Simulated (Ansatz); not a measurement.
One change: `ClBCl` becomes `ClB(Cl)[SeH]`.

Ansatz, PBE0-D4/def2-TZVP geometries, multiplicity 1. Each molecule was computed in one conformer, which needn't be the lowest.

Scalar relativity is left out up to krypton.

```csv
property,`ClBCl`
HOMO energy (B3LYP/def2-TZVPP) / eV,-9.00
LUMO energy (ωB97M-V/def2-TZVPP) / eV,0.37
LUMO energy (PBE0/def2-TZVPP) / eV,-1.73
HOMO–LUMO gap (B3LYP/def2-TZVPP) / eV,7.08
zero-point energy (PBE0-D4/def2-TZVP) / kJ/mol,39.1
HOMO–LUMO gap (PBE/def2-TZVPP) / eV,5.14
```

Task: Give the same properties after the change, and the shifts. (Estimate.)

Result: Ansatz gave: 
| property | `ClB(Cl)[SeH]` | shift |
| --- | --- | --- |
| HOMO energy (B3LYP/def2-TZVPP) / eV | -7.57 | 1.43 |
| LUMO energy (ωB97M-V/def2-TZVPP) / eV | 0.62 | 0.25 |
| LUMO energy (PBE0/def2-TZVPP) / eV | -1.44 | 0.29 |
| HOMO–LUMO gap (B3LYP/def2-TZVPP) / eV | 5.98 | -1.10 |
| zero-point energy (PBE0-D4/def2-TZVP) / kJ/mol | 39.7 | 0.6 |
| HOMO–LUMO gap (PBE/def2-TZVPP) / eV | 4.38 | -0.76 |

With PBE0 the HOMO rises by 1.43 eV and the LUMO rises by 0.29 eV, so the gap narrows by about 1.14 eV. PBE moves the HOMO by 1.14 eV and ωB97M-V by 1.58 eV. The zero-point energy changes by 0.6 kJ/mol with +3 modes.

B3LYP here is the variant with VWN-RPA as its local correlation; programs differ in this.

Spin–orbit coupling is left out; it splits and shifts lone-pair levels of the heavy atoms by tenths of an eV.
